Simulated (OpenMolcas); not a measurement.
An atom or ion with 52 electrons was computed by MS-RASPT2, IPEA 0.25 Eh, imaginary shift 0.1 Eh with spin-orbit coupling (OpenMolcas, ANO-RCC-VQZP, DKH2). The lowest levels that the run gave, each within 12 % of the measured value where one is at hand:

```csv
J,Parity,E (eV),g
2,even,0.0000,1.450
0,even,1.052,
1,even,1.103,1.501
2,even,2.076,1.052
0,even,4.753,
0,odd,13.519,
1,odd,13.546,1.488
2,odd,13.553,1.460
3,odd,13.580,1.467
4,odd,13.689,1.482
2,odd,14.397,1.081
3,odd,14.833,1.315
```

Problem. Which ion is it, and what are the configurations and terms?

Solution. Xe²⁺ (Z = 54, charge +2; active space 4 electrons in 9 orbitals (RAS2 5p; RAS3 5d 6s, at most 1 electron)). J, parity and g give the terms where levels are pure, and mixed ones are named by the computed weights; the size of the splittings, set against known spectra of the 52-electron sequence, gives the charge. In order, with the measured energies in eV (Saloman, J. Phys. Chem. Ref. Data 33, 765 (2004)): 5s2 5p4 3P2, 5s2 5p4 3P0 (1.0080), 5s2 5p4 3P1 (1.2143), 5s2 5p4 1D2 (2.1200), 5s2 5p4 1S0 (4.4762), 5s2 5p3 5d 5D* 0 (13.9723), 5s2 5p3 5d 5D* 1 (13.9420), 5s2 5p3 5d 5D* 2 (13.8684), 5s2 5p3 5d 5D* 3 (13.8373), 5s2 5p3 5d 5D* 4 (13.9199), 5s2 5p3 5d 3D* 2(1) [62 %], 5s2 5p3 5d 3D* 3(1).

Term energies are means over components that CASPT2 splits; among the terms shown or strongly mixed into the levels shown the widest spread is 320 cm-1 (5s2 5p3 5d 3F*(1)). Over all roots computed the reference weight is 0.84 to 0.92; the roots of lowest weight are the least certain, and an intruder state may touch them. ANO sets are built for valence states and can reach diffuse excited orbitals poorly, and with the s shell closed the s pⁿ⁺¹ terms that mix with these levels are absent. With the s shell closed, the reference lacks s² → p² mixing. Measured partners are found by configuration, term and J. A level has none where our copy of the source lacks it or the pairing is in doubt (some pairs that miss far off the trend of their configuration count as doubtful), and it then counts in no deviation. Only configurations of the active space appear.

A share in square brackets marks a mixed level and gives the weight of the term that names it. A number in round brackets counts repeated terms of one configuration in the order of the reference energies. * marks odd parity.
